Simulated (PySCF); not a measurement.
Isomers of C5H10FNSi.

All values: PBE0/def2-SVPD (PySCF) at GFN2-xTB geometries, gas phase, one conformer each. Core orbitals are frozen in the response; Δα² is half the sum of the squared differences of the principal polarisabilities.

(1) Rank by polarisability anisotropy Δα, lowest first.
A. `[NH2:1][SiH2:2][C@@H:3]1[CH2:4][CH:5]=[CH:6][C@@H:7]1[F:8]` with H–N1–Si2–C3 -55° and 171°, N1–Si2–C3–C4 180°
B. `[NH2:1][SiH2:2][C@@H:3]1[CH:4]=[CH:5][CH2:6][C@H:7]1[F:8]` with H–N1–Si2–C3 177° and -43°, N1–Si2–C3–C4 -61°, Si2–C3–C4–C5 -109°, C4–C5–C6–C7 -9°, C5–C6–C7–F8 -103°, Si2–C3–C7–C6 104°
C. `[F:1][C@H:2]1[CH2:3][C@@H:4](/[CH:5]=[N:6]/[SiH3:7])[CH2:8]1` with C3–C4–C5–N6 -126°, F1–C2–C3–C4 131°, C2–C3–C4–C5 -132°, C3–C4–C8–C2 13°, F1–C2–C8–C4 -131°
D. `[NH2:1][SiH2:2][C@H:3]1[CH2:4][CH2:5][CH:6]=[C:7]1[F:8]` with H–N1–Si2–C3 40° and -179°, N1–Si2–C3–C4 178°, Si2–C3–C4–C5 99°, C3–C4–C5–C6 20°, C4–C5–C6–C7 -12°, Si2–C3–C7–C6 -107°

(2) Rank by HOMO energy, highest first.
A. `[NH2:1][SiH2:2][C@H:3]1[CH2:4][CH2:5][CH:6]=[C:7]1[F:8]` with H–N1–Si2–C3 40° and -179°, N1–Si2–C3–C4 178°, Si2–C3–C4–C5 99°, C3–C4–C5–C6 20°, C4–C5–C6–C7 -12°, Si2–C3–C7–C6 -107°
B. `[NH2:1][SiH2:2][C@@H:3]1[CH2:4][CH:5]=[CH:6][C@@H:7]1[F:8]` with H–N1–Si2–C3 -55° and 171°, N1–Si2–C3–C4 180°
C. `[F:1][C@H:2]1[CH2:3][C@@H:4](/[CH:5]=[N:6]/[SiH3:7])[CH2:8]1` with C3–C4–C5–N6 -126°, F1–C2–C3–C4 131°, C2–C3–C4–C5 -132°, C3–C4–C8–C2 13°, F1–C2–C8–C4 -131°

## Answers

(1) A (3.54 Å³), B (3.84 Å³), D (4.08 Å³), C (6.96 Å³).

(2) A (-6.63 eV), C (-6.97 eV), B (-7.32 eV).

All values together:

| SMILES | μ (D) | HOMO (eV) | LUMO (eV) | α (Å³) | Δα (Å³) |
| --- | --- | --- | --- | --- | --- |
| F[C@H]1C[C@@H](/C=N/[SiH3])C1 | 0.50 | -6.97 | -0.76 | 14.16 | 6.96 |
| N[SiH2][C@@H]1CC=C[C@@H]1F | 1.09 | -7.32 | -0.08 | 13.19 | 3.54 |
| N[SiH2][C@H]1CCC=C1F | 0.92 | -6.63 | 0.26 | 13.30 | 4.08 |
| N[SiH2][C@@H]1C=CC[C@H]1F | 2.08 | -6.88 | 0.10 | 13.34 | 3.84 |

Conformers: `[F:1][C@H:2]1[CH2:3][C@@H:4](/[CH:5]=[N:6]/[SiH3:7])[CH2:8]1` with C3–C4–C5–N6 -126°, F1–C2–C3–C4 131°, C2–C3–C4–C5 -132°, C3–C4–C8–C2 13°, F1–C2–C8–C4 -131°; `[NH2:1][SiH2:2][C@@H:3]1[CH2:4][CH:5]=[CH:6][C@@H:7]1[F:8]` with H–N1–Si2–C3 -55° and 171°, N1–Si2–C3–C4 180°; `[NH2:1][SiH2:2][C@H:3]1[CH2:4][CH2:5][CH:6]=[C:7]1[F:8]` with H–N1–Si2–C3 40° and -179°, N1–Si2–C3–C4 178°, Si2–C3–C4–C5 99°, C3–C4–C5–C6 20°, C4–C5–C6–C7 -12°, Si2–C3–C7–C6 -107°; `[NH2:1][SiH2:2][C@@H:3]1[CH:4]=[CH:5][CH2:6][C@H:7]1[F:8]` with H–N1–Si2–C3 177° and -43°, N1–Si2–C3–C4 -61°, Si2–C3–C4–C5 -109°, C4–C5–C6–C7 -9°, C5–C6–C7–F8 -103°, Si2–C3–C7–C6 104°.
